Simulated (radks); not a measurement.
Values are calculated unless marked as measured or tabulated.
All-electron atom: the vanadium ion V7+ in [Ne] 3s2 3p4. Code: a radial shooting solver on a logarithmic mesh with Libxc functionals. Model: Dirac Kohn-Sham, PBE, spin-unpolarised, spherical densities, point nucleus; open shells are shared between the two j in proportion to 2j + 1.

X-ray form factor f0, the Fourier transform of the density (f0(0) = 16):

sin(theta)/lambda (1/angstrom),f0 (electrons)
0.05,15.887
0.1,15.556
0.15,15.034
0.2,14.360
0.25,13.582
0.3,12.748
0.4,11.086
0.5,9.630
0.6,8.479
0.8,6.963
1,5.981
1.25,4.929
1.5,3.956
2,2.510
